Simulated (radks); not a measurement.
Initial-state core-level shifts of the sulfur ion S+ when its valence configuration changes from [Ne] 3s2 3p3. All-electron calculation, scalar-relativistic Kohn-Sham, LDA (Slater exchange, Perdew-Wang correlation), spin-polarised, spherical densities, finite nucleus; open shells are filled with parallel spins first; Fermi nuclear charge, rms radius 3.2611 fm. Program: a radial shooting solver on a logarithmic mesh with Libxc functionals. Shifts are changes of the shell-averaged eigenvalues in eV (positive: less bound); the change of the density at the nucleus, which sets a Mossbauer isomer shift, is in e/bohr^3, on a base of 2933.

valence          1s      2s      2p  density at nucleus
3p5          -3.008  -2.973  -2.931            -21.5139
3s1.5 3p3.5  -0.703  -0.705  -0.693             -5.1981
3s1 3p4      -1.402  -1.406  -1.382            -10.4151
3s0.5 3p4.5  -2.260  -2.236  -2.204            -15.9338
